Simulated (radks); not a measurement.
The numbers below are computed, except where a source is named.
Coulomb parameter of the 4d shell of the cadmium ion Cd2+ in the model configuration [Kr] 4d9 5s1, as a second difference U = [E(n + 0.5) + E(n - 0.5) - 2 E(n)] / (0.5)^2 with all orbitals relaxed. "Bare": the charge of the atom changes with n. "Screened": the 5s shell takes up the change at fixed total charge, which measures U(4d,4d) + U(5s,5s) - 2 U(4d,5s). Code: a radial shooting solver on a logarithmic mesh with Libxc functionals. Model: Dirac Kohn-Sham, BLYP, spin-unpolarised, spherical densities, point nucleus; open shells are shared between the two j in proportion to 2j + 1.

case              configuration  E - E(n) (eV)
start              [Kr] 4d9 5s1          0.000
bare +0.5        [Kr] 4d9.5 5s1        -15.451
bare -0.5        [Kr] 4d8.5 5s1         19.204
screened +0.5  [Kr] 4d9.5 5s0.5         -5.344
screened -0.5  [Kr] 4d8.5 5s1.5          6.008

U(bare) = 15.012 eV, U(screened by 5s) = 2.657 eV.
